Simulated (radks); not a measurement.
Problem. Isoelectronic series with 24 electrons, each ion in its NIST ground configuration. Calculated with a radial shooting solver on a logarithmic mesh with Libxc functionals: Dirac Kohn-Sham, BLYP, spin-unpolarised, spherical densities, point nucleus; open shells fill j = l - 1/2 first. Total energies (hartree) and mean radii <r> (bohr):

ion,configuration,E (hartree),3d5/2,3d3/2,3p3/2
Cr,[Ar] 3d5 4s1,-1050.84479,1.529,1.517,0.9692
Mn+,[Ar] 3d5 4s1,-1158.32645,1.193,1.188,0.9077
Fe2+,[Ar] 3d6,-1271.88613,1.087,1.082,0.8610
Co3+,[Ar] 3d6,-1391.25476,0.9446,0.9407,0.8084
Ni4+,[Ar] 3d6,-1516.46703,0.8434,0.8400,0.7604
Cu5+,[Ar] 3d6,-1647.52127,0.7661,0.7630,0.7170
Zn6+,[Ar] 3d6,-1784.42389,0.7042,0.7013,0.6779
Ga7+,[Ar] 3d6,-1927.18619,0.6530,0.6503,0.6427
Ge8+,[Ar] 3d6,-2075.82282,0.6098,0.6071,0.6108
As9+,[Ar] 3d6,-2230.35089,0.5725,0.5699,0.5819
Se10+,[Ar] 3d6,-2390.78958,0.5399,0.5374,0.5556
Br11+,[Ar] 3d6,-2557.15975,0.5112,0.5087,0.5315
Kr12+,[Ar] 3d6,-2729.48387,0.4856,0.4831,0.5094
Rb13+,[Ar] 3d6,-2907.78581,0.4627,0.4601,0.4890
Sr14+,[Ar] 3d6,-3092.09082,0.4419,0.4393,0.4702
Zr16+,[Ar] 3d6,-3478.81767,0.4058,0.4032,0.4366
Mo18+,[Ar] 3d6,-3889.89255,0.3754,0.3727,0.4074
Tc19+,[Ar] 3d6,-4104.63744,0.3619,0.3592,0.3942
Ru20+,[Ar] 3d6,-4325.56426,0.3493,0.3466,0.3819
Rh21+,[Ar] 3d6,-4552.70739,0.3377,0.3349,0.3703
Pd22+,[Ar] 3d6,-4786.10257,0.3268,0.3240,0.3593

Estimate the row of Nb17+ ([Ar] 3d6).

Solution. E (hartree) -3681.29655; 3d5/2 0.3900; 3d3/2 0.3873; 3p3/2 0.4215.
